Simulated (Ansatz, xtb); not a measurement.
## Relative energy of two structures of BH8NSSi2

Structure a is `B[SiH2]N[SiH2]S`, a singlet and structure b is a singlet given by its coordinates. Both are isolated molecules in the gas phase, relaxed with r2SCAN-D4/def2-SVP; the shapes shown needn't be the lowest conformers.

a (Å):

```xyz
13

B    -2.1698    1.4660   -0.8945
N     0.7223    1.0362   -2.0275
S     2.5790   -1.5053   -2.8374
Si   -0.6822    0.2088   -1.3731
Si    2.3658    0.4815   -2.0261
H    -2.2505    2.5805   -1.3579
H    -3.0702    1.1051   -0.1736
H    -0.2065   -0.6149   -0.2188
H    -1.3083   -0.7585   -2.3483
H     0.5362    1.8701   -2.5815
H     2.9217    0.3122   -0.6537
H     3.1551    1.4914   -2.7900
H     2.0491   -1.1906   -4.0413
```

b (Å):

```xyz
13

B    -1.9427   -1.5896    0.6347
N    -0.0149    0.7949    1.7418
S    -0.2984   -1.6983   -0.6007
Si   -0.4202   -0.8790    1.6171
Si    1.5306    1.5475    2.0937
H    -2.2447   -2.7326    0.8869
H    -2.7723   -0.8332    0.1870
H     0.6391   -1.6553    2.3171
H    -0.3759   -0.4534   -1.1252
H    -0.7767    1.4275    1.4958
H     2.1766    2.1128    0.8687
H     2.4103    0.4923    2.6680
H     1.3459    2.6610    3.0708
```

Close contacts (Å): B1–S3 2.06, B1–Si4 1.95, N2–Si4 1.73, N2–Si5 1.75, S3–Si4 2.37, B1–H6 1.21, B1–H7 1.21, N2–H10 1.02, S3–H9 1.35, Si4–H8 1.49, Si5–H11 1.50, Si5–H12 1.49, Si5–H13 1.49.

Question: Which of the two would you expect CCSD(T)/def2-SVP + ΔMP2/def2-TZVPP electronic energies to favour?

Answer: Structure b; the calculation gives E(b) − E(a) = −31.2 kJ/mol.

Level by level:

| level | geometry | E(b) − E(a) (kJ/mol) | departure from the last row (kJ/mol) | job, with rough time for the two |
| --- | --- | --- | --- | --- |
| GFN2-xTB | GFN2-xTB | −37.2 | −5.9 | optimisation, 0.89 s |
| HF/STO-3G | GFN2-xTB | −26.6 | +4.6 | single point, 0.36 s |
| r2SCAN-D4/def2-SVP//GFN2-xTB | GFN2-xTB | −54.9 | −23.7 | single point, 3.6 s |
| r2SCAN-D4/def2-SVP | r2SCAN-D4/def2-SVP | −48.5 | −17.2 | optimisation, 1.7 min |
| HF/def2-SVP | r2SCAN-D4/def2-SVP | +18.3 | +49.5 | part of the CCSD(T) run |
| MP2/def2-SVP | r2SCAN-D4/def2-SVP | −42.8 | −11.6 | part of the CCSD(T) run |
| CCSD(T)/def2-SVP | r2SCAN-D4/def2-SVP | −37.7 | −6.5 | single point |
| CCSD(T)/def2-SVP + ΔMP2/def2-TZVPP | r2SCAN-D4/def2-SVP | −31.2 |  | single point, 34 s |

HF/def2-SVP puts the two in the other order. The largest departure from CCSD(T)/def2-SVP + ΔMP2/def2-TZVPP is that of HF/def2-SVP, 49.5 kJ/mol. The last row adds to CCSD(T) the change of the MP2 difference between the two basis sets, here +6.5 kJ/mol.

With thermal terms from frequencies at re-optimised GFN2-xTB minima (ideal gas, soft modes damped towards free rotors, one conformer each, 298.15 K, 1 atm): on the last row, ΔE + ΔZPE = −25.6, ΔH = −28.0, ΔG = −21.9 kJ/mol.

The correlated steps freeze 17 core orbitals. Programs: Ansatz 0.2.0, xtb 6.7.1; the last row on 2 threads of Intel(R) Xeon(R) 6975P-C (Granite Rapids) on a shared host.
